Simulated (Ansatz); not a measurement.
Mulliken charges of FH4NO2Ti, SMILES `[NH2][Ti]([OH])([OH])[F]` from PBE/def2-TZVPP in Ansatz (PBE0-D4/def2-TZVP geometry).

```
atom   x (Å)   y (Å)   z (Å)  charge (e)
  N1  -0.492   0.475  -1.414      -0.481
 Ti2   0.316   0.098   0.233       1.012
  O3   1.168  -1.467   0.060      -0.435
  O4  -0.957   0.116   1.490      -0.433
  F5   1.497   1.355   0.659      -0.355
  H6  -1.291   1.080  -1.534       0.150
  H7  -0.192   0.092  -2.299       0.154
  H8   1.086  -2.340   0.445       0.191
  H9  -1.047   0.545   2.342       0.197
```

**Question.** By hand: the dipole of these point charges (1 e Å = 4.8032 D).

**Answer.** Σ q r = (-0.291, -0.186, -0.027) e Å, of length 0.346 e Å = 1.66 D.

**Question.** How does the dipole of the full density compare? (Estimate.)

**Answer.** Ansatz gave: (-0.349, -0.235, 0.062) e Å, 2.04 D; the point charges give 0.81 times that, at 13° from its direction.

Point charges leave out the atoms' own dipoles, such as those of lone pairs, and Mulliken's split depends on the basis, so the two needn't agree.
